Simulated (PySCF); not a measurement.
## Excitation energy of Ca by level of theory

Ca [Ar] 4s2 (1S) → Ca [Ar] 4s1 4p1 (3P), as a difference of total energies. Calculation: PySCF 2.14, in def2-QZVPPD; the non-relativistic Hamiltonian (point nucleus). Correlated levels: valence: [Ar] frozen. The calculations carry no spin-orbit coupling.

Q: Order these methods by the excitation energy they give, lowest first.
A. MP2 (valence)
B. UHF
C. CCSD (valence)
D. SCS-MP2 (valence)

A: B (1.002 eV), A (1.505 eV), D (1.647 eV), C (1.677 eV).

These non-relativistic numbers lack the scalar-relativistic shift.

Errors of the correlated levels include the incompleteness of this basis and the frozen core.

With two correlated electrons CCSD is exact in that space.

For comparison: 1.892 eV (measured; NIST levels, between the centres of gravity of the two terms).
